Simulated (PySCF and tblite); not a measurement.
Results of a calculation; reference values are marked as such.
C6H11FO, numbered as in [F:1][C@@H:2]1[CH2:3][CH2:4][CH2:5][CH2:6][CH2:7][O:8]1.

The ensemble was built from 60 distance-geometry starts (ETKDG and KDG, MMFF94s, GFN2-xTB) and rests on GFN2-xTB geometries. Weights use B3LYP-D3(BJ)/pcSseg-1 (IEF-PCM, methanol) energies plus GFN2-xTB zero-point and thermal terms (modes under about 100 cm⁻¹ blended into free rotors). Symmetry numbers and mirror images are counted. Conformers within 3 kcal/mol (GFN2-xTB free energy) were kept, 10 at most. Codes: tblite and PySCF.

Rotational constants are equilibrium values for the commonest isotopes; dipoles come from the energy level named and are polarised by its solvent model.

The 7-ring runs over atoms 2–3–4–5–6–7–8.

```tsv
conformer	shape	symmetry	weight %
1	7-ring puckered (ring torsions 84, -72, 55, -74, 94, -45, -36°)	C1	93.7
2	7-ring puckered (ring torsions -71, 56, -72, 87, -41, -35, 84°)	C1	4.5
3	7-ring puckered (ring torsions -84, 40, 36, -90, 76, -54, 68°)	C1	1.3
4	7-ring puckered (ring torsions -68, 86, -36, -44, 93, -69, 47°)	C1	0.3
5	7-ring puckered (ring torsions -54, 73, -86, 40, 39, -87, 71°)	C1	0.2
```

Sets of constants, in random order:

| set | A (MHz) | B (MHz) | C (MHz) | abs μa (D) | abs μb (D) | abs μc (D) |
| --- | --- | --- | --- | --- | --- | --- |
| P | 2590 | 2188 | 1600 | 2.22 | 0.46 | 1.87 |
| Q | 2521 | 2294 | 1619 | 1.57 | 0.57 | 0.41 |
| R | 3191 | 1801 | 1331 | 2.71 | 1.13 | 0.27 |
| S | 2918 | 1992 | 1462 | 2.32 | 0.84 | 0.82 |
| T | 2953 | 1971 | 1438 | 1.87 | 1.25 | 0.08 |

**Question.** Match each set to its conformer.

**Answer.** P is conformer 2, Q is conformer 5, R is conformer 1, S is conformer 3, T is conformer 4.


Conformer gaps in pcSseg-1 on xTB geometries can be 2 kcal/mol off for S=O, P=O and other polar bonds.